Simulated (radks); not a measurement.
Results of a calculation; reference values are marked as such.
Task: Ionisation of N+, [He] 2s2 2p2, to N2+, [He] 2s2 2p1, under several functionals. Dirac Kohn-Sham, spin-unpolarised, spherical densities, point nucleus; open shells fill j = l - 1/2 first; a radial shooting solver on a logarithmic mesh with Libxc functionals. The NIST Atomic Spectra Database gives 29.601 eV (semi-empirical). Rank these functionals by the error of their Delta-SCF ionisation energy: Wu-Cohen GGA; PBEsol; HCTH/407; PBE; B86b exchange with PBE correlation; BLYP; BP86.

Result: From best to worst: HCTH/407 29.045 eV (-0.557); BP86 28.936 eV (-0.666); B86b exchange with PBE correlation 28.920 eV (-0.681); BLYP 28.886 eV (-0.716); PBE 28.866 eV (-0.736); Wu-Cohen GGA 28.830 eV (-0.771); PBEsol 28.749 eV (-0.852). Spin polarisation and multiplet splitting are left out, so open shells lie too high by an amount that depends on their filling.

Beside tabulated values, note that spin-unpolarised runs miss the spin-polarisation part of the exchange energy of open shells.
